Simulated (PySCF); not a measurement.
C2H7FSi, SMILES [SiH2](CC)F, CAM-B3LYP/def2-SVP optimised geometry.

```
11

Si     0.04    -1.45     0.00
F      1.67    -1.45     0.00
C     -0.56     0.32     0.00
C     -0.09     1.14    -1.20
H     -0.40    -2.17    -1.22
H     -0.41    -2.18     1.22
H     -1.67     0.29     0.05
H     -0.24     0.78     0.95
H      1.01     1.19    -1.24
H     -0.44     0.71    -2.15
H     -0.46     2.18    -1.15
```

Density from CAM-B3LYP/def2-TZVP in PySCF at that geometry.

Minimum of the electron density along straight lines between bonded atoms, close to the bond critical point (lines longer than 1.1 times the sum of covalent radii, or with two minima, are not listed):

```
bond    length / Å  ρ at the minimum / e bohr⁻³  ∇²ρ there / e bohr⁻⁵  position (fraction from the first atom)
------  ----------  ---------------------------  --------------------  ---------------------------------------
Si1–F2       1.628                        0.129                  0.87                                     0.42
Si1–C3       1.866                        0.129                  0.16                                     0.39
C3–C4        1.531                        0.240                 -0.58                                     0.50
Si1–H5       1.488                        0.124                  0.13                                     0.49
Si1–H6       1.487                        0.125                  0.13                                     0.49
C3–H7        1.105                        0.266                 -0.87                                     0.64
C3–H8        1.103                        0.268                 -0.88                                     0.64
C4–H9        1.100                        0.274                 -0.93                                     0.64
C4–H10       1.101                        0.273                 -0.92                                     0.64
C4–H11       1.100                        0.274                 -0.93                                     0.64
```
